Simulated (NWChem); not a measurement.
# C3H9Bi; SMILES [CH3][Bi]([CH3])[CH3]

Computed with NWChem. All runs use the structure optimised with PBE0/def2-SVP. Not confirmed as a minimum by frequencies. def2 effective core potentials on Bi; no spin-orbit coupling. Level MN15/def2-SVP: energy and gradient on several grids; changes count from the extra-fine grid, which is no exact limit either.

| grid | size of the energy change (μHa) | largest change of a gradient component (μHa/bohr) | time, medium = 1 (rough) |
|---|---|---|---|
| xcoarse | 6000 | 6000 | about 1 |
| coarse | 300 | 200 | about 1 |
| medium | 40 | 80 | about 1 |
| fine | 20 | 50 | about 1 |
| xfine | < 10 | < 30 | 2 |
